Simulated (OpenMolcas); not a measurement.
# O+: effect of the active space

```json
{
  "Program": "OpenMolcas",
  "Method": "CASSCF or its RAS form",
  "Basis": "ANO-R2",
  "Scalar Hamiltonian": "X2C, finite nucleus",
  "Spin-orbit coupling": "state interaction with AMFI integrals over the reference wave functions, term energies averaged over their components"
}
```

A. 3 electrons in 3 orbitals (2p); 2S+1 = 4 odd, 1 root; 2S+1 = 2 odd, 8 roots; cost about 2.5 core-seconds
B. 5 electrons in 4 orbitals (2s 2p); 2S+1 = 4 odd, 1 root; 2S+1 = 2 odd, 8 roots; 2S+1 = 4 even, 3 roots; 2S+1 = 2 even, 9 roots; cost about 11 core-seconds
C. 5 electrons in 8 orbitals (2s 2p 3s 3p); 2S+1 = 4 odd, 1 root; 2S+1 = 2 odd, 8 roots; 2S+1 = 4 even, 3 roots; 2S+1 = 2 even, 9 roots; cost roughly 21 core-seconds
D. 5 electrons in 9 orbitals (RAS2 2s 2p; RAS3 3d, at most 2 electrons); 2S+1 = 4 odd, 1 root; 2S+1 = 2 odd, 8 roots; 2S+1 = 4 even, 3 roots; 2S+1 = 2 even, 9 roots; cost of the order of 25 core-seconds

Energies in eV above 2s2 2p3 4S* 3/2, the measured ground level; measured values from NIST Handbook of Basic Atomic Spectroscopic Data.

```json
{"Level": "2s2 2p3 4S* 3/2", "A": "0.0000", "B": "0.0000", "C": "0.0000", "D": "0.0000", "Measured": "0.0000"}
{"Level": "2s2 2p3 2D* 3/2", "A": "3.7913", "B": "3.7903", "C": "3.7643", "D": "3.7075", "Measured": "3.3266"}
{"Level": "2s2 2p3 2D* 5/2", "A": "3.7916", "B": "3.7907", "C": "3.7655", "D": "3.7079", "Measured": "3.3241"}
{"Level": "2s2 2p3 2P* 1/2", "A": "6.2786", "B": "5.1142", "C": "4.9659", "D": "5.5276", "Measured": "5.0176"}
{"Level": "2s2 2p3 2P* 3/2", "A": "6.2790", "B": "5.1137", "C": "4.9669", "D": "5.5271", "Measured": "5.0174"}
```

Deviations, from unrounded energies. A percentage is the sum of absolute deviations over the sum of measured energies, with the sign that they share, or ± where signs differ.

```json
{"Against measurement": "mean absolute deviation (cm-1)", "Levels": "4", "A": "7000", "B": "2300", "C": "2000", "D": "3600"}
{"Against measurement": "other terms of the ground configuration (%)", "Levels": "4", "A": "+20.7", "B": "+6.7", "C": "±5.9", "D": "+10.7"}
```

C lies closest to measurement on these levels and A furthest from it. The largest miss of C in the table is 2s2 2p3 2D* 5/2, by +3600 cm-1. The ranking rests on the paired levels alone, and a cruder setting can come out closer through cancelling errors.

Among A to D the level of the table that moves most is 2s2 2p3 2P* 1/2, by 11000 cm-1 (lowest in C, highest in A).

Without dynamic correlation excited terms often stand tens of per cent too high (terms of higher spin than the ground term too low), and those without a measured partner can miss by more than the paired ones. With the s shell closed, the reference lacks s² → p² mixing (holds for A). Active for correlation alone: 3p 3s; no level in the range computed is led by a configuration that fills them, so any true level of that kind is missing (holds for C). Active for correlation alone: 3d; no level in the range computed is led by a configuration that fills it, so any true level of that kind is missing (holds for D). Measured partners are found by configuration, term and J. A level has none where our copy of the source lacks it or the pairing is in doubt (some pairs that miss far off the trend of their configuration count as doubtful), and it then counts in no deviation. Levels of configurations outside the active space are missing. Levels that lie high or do not pair safely by name in every column are left out.

* marks odd parity.
